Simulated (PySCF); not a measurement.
Al(Me)(OH)(SH) (CH5AlOS), SMILES [Al]([CH3])([OH])[SH].

Geometry: PBE0-D3(BJ)/def2-SVP. One conformer was computed; it need not be the lowest.

Level of theory: PySCF 2.14.0 with TDDFT-CAM-B3LYP/def2-SVPD.

Vertical excitations.  State labels are in the subgroup Cs.

Task: Estimate the UV-visible absorptions. (Estimate from the structure and the level; the computed values follow.)

Result: 
| state | symmetry | energy (eV) | λ (nm) | f | main pairs |
|---|---|---|---|---|---|
| S1 | A" | 6.03 | 205 | 0.057 | HOMO→LUMO 84 % |
| S2 | A" | 6.46 | 192 | 0.000 | HOMO→LUMO+4 49 %, HOMO→LUMO+2 41 % |
| S3 | A' | 6.58 | 188 | 0.024 | HOMO→LUMO+1 79 %, HOMO−1→LUMO 14 % |
| S4 | A" | 6.89 | 180 | 0.002 | HOMO−1→LUMO+1 96 % |
| S5 | A' | 6.94 | 179 | 0.264 | HOMO−1→LUMO 78 %, HOMO→LUMO+1 12 % |
| S6 | A" | 7.56 | 164 | 0.079 | HOMO−3→LUMO 45 %, HOMO→LUMO+2 17 %, HOMO→LUMO+4 16 % |
| S7 | A' | 7.62 | 163 | 0.054 | HOMO−1→LUMO+2 49 %, HOMO−2→LUMO 32 % |
| S8 | A" | 7.74 | 160 | 0.002 | HOMO→LUMO+3 54 %, HOMO−3→LUMO 18 %, HOMO→LUMO+7 8 % |
| S9 | A" | 7.89 | 157 | 0.001 | HOMO→LUMO+3 31 %, HOMO→LUMO+2 20 %, HOMO−3→LUMO 18 %, HOMO→LUMO+4 15 % |
| S10 | A' | 8.02 | 155 | 0.077 | HOMO−2→LUMO 33 %, HOMO−1→LUMO+4 29 %, HOMO−1→LUMO+2 11 %, HOMO−4→LUMO 8 % |
| T1 | A" | 5.73 | 216 | 0 | HOMO→LUMO 71 %, HOMO→LUMO+2 18 % |
| T2 | A' | 5.82 | 213 | 0 | HOMO→LUMO+1 94 % |
| T3 | A" | 6.01 | 206 | 0 | HOMO→LUMO+4 53 %, HOMO→LUMO+2 27 % |
| T4 | A' | 6.38 | 194 | 0 | HOMO−1→LUMO 82 % |
Triplets are in the Tamm–Dancoff approximation, which puts them higher than full response would, so one can lie above its singlet here.
